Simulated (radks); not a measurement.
The numbers below are computed, except where a source is named.
Question: Numerical settings for neutral iridium, [Xe] 4f14 5d7 6s2. Code: a radial shooting solver on a logarithmic mesh with Libxc functionals. Model: scalar-relativistic Kohn-Sham, r2SCAN, spin-polarised, spherical densities, finite nucleus; open shells are filled with parallel spins first (spin-orbit coupling, left out, can overturn this in heavy ions); meta-GGA in the generalised Kohn-Sham scheme; Fermi nuclear charge, rms radius 5.4032 fm. The defaults (mesh step 0.008 in ln r, mesh end at 40 bohr or more with all orbitals vanishing there, Anderson mixing 0.5 over 9 steps, residual threshold near 1e-9 with the energy settled to 1e-9 hartree or 1e-11 of itself, here a cap of 58 iterations) give E = -17826.145 hartree and 5d at -5.973 eV in 12 iterations. Run on one thread of a shared host, so times are rough (Intel(R) Xeon(R) 6975P-C): 0.21 s of CPU time, 0.21 s wall, 12 iterations on 2440 mesh points. One setting is changed at a time: mesh step in ln r 0.005; mesh step in ln r 0.05; mesh step in ln r 0.2; mesh end (bohr) 1; mesh end (bohr) 400; residual threshold 1e-05; residual threshold 0.1; mixing 2.5; linear mixing, mixing 0.8; linear mixing, mixing 1; mixing history 3; iteration cap 2. Which runs fail to converge, and which converge to a wrong energy?

Answer: Not converged within the cap: mesh step in ln r 0.2; linear mixing, mixing 0.8; linear mixing, mixing 1; iteration cap 2. Settled on a wrong energy, with an occupied level pushed above zero by the early mesh end: mesh end (bohr) 1 (+331 hartree). Apart from these: settings that end as converged yet miss the energy by more than 1 mhartree: mesh step in ln r 0.05 (+0.00368 hartree).
